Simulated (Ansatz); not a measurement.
Basis-set series for C$_{2}$H$_{5}$Cl$_{2}$In (`C[CH2][In]([Cl])[Cl]`). Charge 0, multiplicity 1. In takes the def2 core potential. All single points use the PBE0-D4/def2-TZVP geometry. It is one conformer, not always the lowest.

```tsv
functional	basis	functions	energy (Eh)	HOMO (eV)	LUMO (eV)
PBE0-D4	def2-SVP	115	-1189.11707	-8.08	-1.41
PBE0-D4	def2-QZVPP	486	-1189.56320	-8.18	-1.67
ωB97M-V	def2-SVP	115	-1189.36368	-10.15	0.30
ωB97M-V	def2-QZVPP	486	-1189.81086	-10.29	0.00
```

(1) Give the rows for def2-TZVPP. (Best estimate.)

Results:

(1) Ansatz gave: 
| functional | basis | functions | energy (Eh) | HOMO (eV) | LUMO (eV) |
| --- | --- | --- | --- | --- | --- |
| PBE0-D4 | def2-TZVPP | 266 | -1189.53012 | -8.16 | -1.59 |
| ωB97M-V | def2-TZVPP | 266 | -1189.77898 | -10.27 | 0.06 |

Positive LUMOs are unbound and depend on the basis.
